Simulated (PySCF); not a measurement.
C₆H₆N₂.
Cartesian coordinates in Å at the PBE0-D3(BJ)/def2-SVP level; atoms count from 1:
```
atom  x, y, z in Å
C1    -1.697    2.096   -1.021
N2    -0.783    1.425   -0.700
C3     0.259    0.638   -0.324
C4     1.624    0.853   -0.401
C5     2.240   -0.301    0.136
C6     1.234   -1.168    0.517
N7     0.028   -0.595    0.236
C8    -1.275   -1.162    0.475
H9     2.099    1.745   -0.801
H10    3.308   -0.482    0.236
H11    1.285   -2.156    0.970
H12   -1.859   -0.530    1.161
H13   -1.836   -1.266   -0.466
H14   -1.152   -2.154    0.925
```

Computed with PBE0-D3(BJ)/def2-SVP geometry optimisation, gas phase (PySCF 2.14.0).

Masses are those of the commonest isotopes; rigid-rotor values at the optimised geometry. 

Give the principal moments of inertia and the rotational constants in MHz.

Ia = 134.37, Ib = 239.57, Ic = 370.73 u·Å²; 505379 MHz·u·Å²/I gives A = 3761, B = 2110, C = 1363 MHz.

What kind of rotor is it?

An asymmetric top; Ray's κ = -0.377.

Is it planar, by Δ = Ic − Ia − Ib?

Not planar: Δ = Ic − Ia − Ib = -3.21 u·Å². For a rigid frame Δ = −2 Σ m c², so Σ m c² = 1.61 u·Å² lies off the ab plane, practically all of it from hydrogen. The atom farthest from that plane is 0.89 Å away.

Where do the levels up to J = 2 lie, in MHz?

Above 0(0,0):
J = 1: 1(0,1) 3473, 1(1,1) 5124, 1(1,0) 5871
J = 2: 2(0,2) 10217, 2(1,2) 11323, 2(1,1) 13562, 2(2,1) 18517, 2(2,0) 18718
Those of J = 1 are B + C, A + C and A + B.

Which lines would a microwave search look for?

The dipole components are |μa| = 3.17 D, |μb| = 2.23 D, |μc| = 0.00 D; the mirror of this Cs structure is the ab plane, so μc vanishes by symmetry and there are no c-type lines. Intensities carry the squares of the components, which stand as 1.00 : 0.49 (a : b). Some lines, for components of 0.1 D or more:

```csv
type,branch,"J(Ka,Kc)",MHz,lower level (cm⁻¹)
a,Q,"3(2,1) ← 3(2,2)",926,0.965
b,Q,"2(1,1) ← 2(0,2)",3345,0.341
a,R,"1(0,1) ← 0(0,0)",3473,0.000
b,Q,"3(1,2) ← 3(0,3)",5041,0.664
b,R,"1(1,1) ← 0(0,0)",5124,0.000
b,Q,"2(2,0) ← 2(1,1)",5156,0.452
b,R,"3(1,2) ← 2(2,1)",6435,0.618
b,Q,"2(2,1) ← 2(1,2)",7193,0.378
a,R,"2(1,1) ← 1(1,0)",7692,0.196
b,R,"2(1,2) ← 1(0,1)",7851,0.116
b,Q,"3(2,2) ← 3(1,3)",8425,0.684
b,R,"3(0,3) ← 2(1,2)",8587,0.378
a,R,"3(1,3) ← 2(1,2)",9186,0.378
b,Q,"3(3,0) ← 3(2,1)",9345,0.996
a,R,"3(0,3) ← 2(0,2)",9694,0.341
b,Q,"3(3,1) ← 3(2,2)",10236,0.965
a,R,"3(2,2) ← 2(2,1)",10418,0.618
a,R,"3(2,1) ← 2(2,0)",11143,0.624
a,R,"3(1,2) ← 2(1,1)",11390,0.452
b,R,"2(2,1) ← 1(1,0)",12646,0.196
b,R,"2(2,0) ← 1(1,1)",13594,0.171
b,R,"3(2,2) ← 2(1,1)",15373,0.452
b,R,"3(2,1) ← 2(1,2)",18538,0.378
b,R,"3(3,1) ← 2(2,0)",20453,0.624
b,R,"3(3,0) ← 2(2,1)",20689,0.618
```

Estimate the classical rotational partition function at 10 K, 100 K and 500 K.

Point group Cs, symmetry number σ = 1; q = (√π/σ)·√((kT/h)³/(ABC)), k/h = 20836.6 MHz/K: 1620 at 10 K, 51300 at 100 K, 573000 at 500 K.

PBE0-D3(BJ)/def2-SVP frequencies: not computed here. These are rigid-rotor constants of the computed structure; measured ground-state constants (B0) also hold zero-point vibration. A rigid rotor knows nothing of internal rotation, which can split or shift real lines. Quadrupole hyperfine structure (14N) is left out.
